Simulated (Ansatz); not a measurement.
Geometry optimisation, DFT PBE, scalar-relativistic, plane waves, PAW in Ansatz.

input.yaml

```yaml
accuracy: low
crystal:
  lattice:
    - [8.127136, 0.0, 0.0]
    - [0.0, 8.127136, 0.0]
    - [0.0, 0.0, 8.127136]
  atoms:
    - { symbol: O, position: [0.0401578, 0.4663627, 0.2958769] }
    - { symbol: C, position: [0.0839094, 0.3228191, 0.2914462] }
    - { symbol: H, position: [0.2085294, 0.2864225, 0.2515694] }
    - { symbol: H, position: [0.0014269, 0.2209682, 0.3270556] }
    - { symbol: O, position: [0.2063005, 0.3428494, 0.011074] }
    - { symbol: C, position: [0.3524285, 0.3754201, 0.0222244] }
    - { symbol: H, position: [0.4487564, 0.2933579, -0.0270885] }
    - { symbol: H, position: [0.3968374, 0.4888513, 0.0822763] }
    - { symbol: O, position: [0.6481371, -0.1383234, 0.3240036] }
    - { symbol: C, position: [0.6780454, 0.0025937, 0.36627] }
    - { symbol: H, position: [0.6449835, 0.1096516, 0.2895202] }
    - { symbol: H, position: [0.739912, 0.0312539, 0.483727] }
    - { symbol: O, position: [0.2135186, 0.8195233, 0.5480908] }
    - { symbol: C, position: [0.1124024, 0.8377262, 0.4386251] }
    - { symbol: H, position: [0.0568344, 0.7324216, 0.3732938] }
    - { symbol: H, position: [0.0705848, 0.9605619, 0.3985293] }
    - { symbol: O, position: [0.0563142, 0.5548175, 0.7307796] }
    - { symbol: C, position: [0.1331672, 0.4623474, 0.6408826] }
    - { symbol: H, position: [0.2573402, 0.492747, 0.5950357] }
    - { symbol: H, position: [0.0830117, 0.3428893, 0.6001491] }
    - { symbol: O, position: [0.2972866, 0.8781165, 1.0055526] }
    - { symbol: C, position: [0.433445, 0.8606815, 0.9447622] }
    - { symbol: H, position: [0.5117032, 0.9664728, 0.9111635] }
    - { symbol: H, position: [0.4863218, 0.7380984, 0.9198133] }
    - { symbol: O, position: [0.8304177, 0.2226995, 0.6080793] }
    - { symbol: C, position: [0.9056803, 0.1055408, 0.6641859] }
    - { symbol: H, position: [1.0333906, 0.0773934, 0.6275414] }
    - { symbol: H, position: [0.8504558, 0.0208518, 0.754867] }
    - { symbol: O, position: [0.7543634, 0.2446774, 0.0444704] }
    - { symbol: C, position: [0.7641666, 0.3911849, 0.0131967] }
    - { symbol: H, position: [0.8810778, 0.4495378, -0.0238401] }
    - { symbol: H, position: [0.6566969, 0.4739341, 0.0201136] }
basis:
  ecutwfc: 420.0
kpoints:
  mp_grid: { grid: [1, 1, 1] }
hamiltonian:
  xc: pbe
scf:
  occupations: { method: fermi_dirac, width: 0.02 }
  lower_state_search: "off"
relax:
  f_tol: 0.3
  max_steps: 15
  adjacent_minimum: "off"
```

Command:

```bash
$ ansatz run input.yaml --threads 1 --pin off --max-ram 3072MiB --backend cpu --events-out ev --progress --plain --runs-dir out
```

**Question.** Where does it end, and by what steps?

**Answer.** The forces met the threshold. The threshold is loose, so the end isn't yet a minimum. Limits of this set-up: coarse k mesh, low accuracy level. After 9 steps the energy has fallen by 1.467 eV; H27 moved furthest, 1.31 Å.

```
step  energy less start (eV)  largest force component (eV/Å)  accepted
   0                  0.0000                           1.107       yes
   1                 -0.2570                           2.248       yes
   2                 -0.5149                           1.451       yes
   3                 -0.8784                           0.740       yes
   4                 -1.0568                           0.714       yes
   5                 -1.1627                           1.023       yes
   6                 -1.2070                           1.476       yes
   7                 -1.2639                           1.412       yes
   8                 -1.3900                           0.437       yes
   9                 -1.4674                           0.173       yes
```

```xyz
32
Lattice="8.1271 0.0000 0.0000 0.0000 8.1271 0.0000 0.0000 0.0000 8.1271" Properties=species:S:1:pos:R:3
O 0.412 3.708 2.472
C 0.660 2.520 2.468
H 1.688 2.140 2.676
H -0.124 1.758 2.259
O 1.810 2.424 -0.425
C 2.929 2.863 -0.248
H 3.775 2.585 -0.918
H 3.146 3.556 0.601
O 5.308 -1.401 1.761
C 5.242 -0.389 2.431
H 4.933 0.589 1.994
H 5.501 -0.381 3.513
O 2.067 7.146 3.877
C 1.223 6.972 3.021
H 0.951 5.958 2.657
H 0.673 7.832 2.571
O -0.280 5.240 5.940
C 0.527 4.460 5.483
H 1.509 4.805 5.078
H 0.320 3.367 5.442
O 2.347 7.241 8.474
C 3.379 7.083 7.861
H 4.044 7.934 7.587
H 3.715 6.076 7.516
O 7.247 0.834 5.283
C 7.820 0.207 6.156
H 8.926 0.100 6.171
H 7.283 -0.295 6.994
O 5.975 2.450 0.579
C 6.364 3.573 0.323
H 7.416 3.783 0.045
H 5.671 4.446 0.344
```

Run time: 40 s on 1 thread of Arm Neoverse V1, with other jobs on the host, peak memory 0.49 GiB.
